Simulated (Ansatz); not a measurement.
`BBC[SiH3]` + `O=CO[SiH2]F` → `BB[SiH2]F` + `O=COC[SiH3]`  (redistribution)

Gas-phase electronic energies from Ansatz, PBE0-D4/def2-TZVP geometries. CCSD(T)/CBS adds triple-zeta CCSD(T) − MP2 to the extrapolated MP2 energy (def2 sets, frozen cores). DFT in def2-TZVPP. B3LYP here is the variant with VWN-RPA as its local correlation; programs differ in this. Each species was taken in one conformer, which may not be the lowest.

Is it downhill or uphill in electronic energy at CCSD(T)/CBS, and by how much? (An estimate is asked.)

Computed: Uphill: ΔE = +219.1 kJ/mol.

What do these levels give: PBE-D4, B3LYP-D4, ωB97M-V, PBE, B3LYP, HF/def2-TZVPP, CCSD/def2-TZVPP, CCSD(T)/def2-TZVPP, MP2/def2-QZVPP, SCS-MP2/def2-QZVPP, MP2/CBS(def2), CCSD/CBS(def2)? (An estimate is asked.)

Computed: PBE-D4 189.4, B3LYP-D4 205.7, ωB97M-V 216.8, PBE 188.4, B3LYP 204.0, HF/def2-TZVPP 226.0, CCSD/def2-TZVPP 219.5, CCSD(T)/def2-TZVPP 217.5, MP2/def2-QZVPP 233.9, SCS-MP2/def2-QZVPP 228.6, MP2/CBS(def2) 233.9, CCSD/CBS(def2) 221.1 kJ/mol.

Largest T1 diagnostic among the species: 0.015.

From PBE to PBE0 (25 % exact exchange), in def2-TZVPP and without D4, ΔE moves by +13.4 kJ/mol.
